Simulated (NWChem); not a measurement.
Molecule: C₂H₄F₂OSi; SMILES C[Si](F)(F)C=O

```xyz
10

C     -1.8012     0.5912     0.0000
Si     0.0433     0.4184     0.0000
F      0.7017     1.1239     1.2900
F      0.7017     1.1239    -1.2900
C      0.5966    -1.4202     0.0000
O     -0.2429    -2.3033     0.0000
H     -2.2322     0.1113    -0.8850
H     -2.0969     1.6456     0.0000
H     -2.2322     0.1113     0.8850
H      1.6811    -1.6881     0.0000
```
Atoms are numbered in this order, from 1.

Program: NWChem. Pople sets run with spherical d functions. Coordinates come from a B3LYP/6-31G* (spherical d) optimisation. GIAO values for the isolated, static molecule; σ is the absolute isotropic shielding, δ = σ(reference) − σ with the isolated reference molecule computed at the same levels (13C: tetramethylsilane, 19F: trichlorofluoromethane, 1H: tetramethylsilane, 17O: water, 29Si: tetramethylsilane).

| level | δ C1 (ppm) | δ Si2 (ppm) | δ F3 (ppm) | δ C5 (ppm) | δ O6 (ppm) | δ H7 (rotor mean) (ppm) | δ H10 (ppm) |
|---|---|---|---|---|---|---|---|
| Hartree-Fock/6-31G* | ? | ? | ? | ? | ? | 0.35 | ? |
| BHandHLYP/pcSseg-1 | -7.0 | -37.3 | -151.6 | 243.9 | 979.2 | 0.37 | 11.31 |
| KT2/pcSseg-1 | -7.1 | -28.4 | -189.6 | 223.3 | 856.7 | 0.26 | 11.24 |

Problem. Fill in the missing entries.

Solution. 
- Hartree-Fock/6-31G*, δ C1 (ppm): -5.4
- Hartree-Fock/6-31G*, δ Si2 (ppm): -32.1
- Hartree-Fock/6-31G*, δ F3 (ppm): -109.0
- Hartree-Fock/6-31G*, δ C5 (ppm): 227.4
- Hartree-Fock/6-31G*, δ O6 (ppm): 885.4
- Hartree-Fock/6-31G*, δ H10 (ppm): 11.70
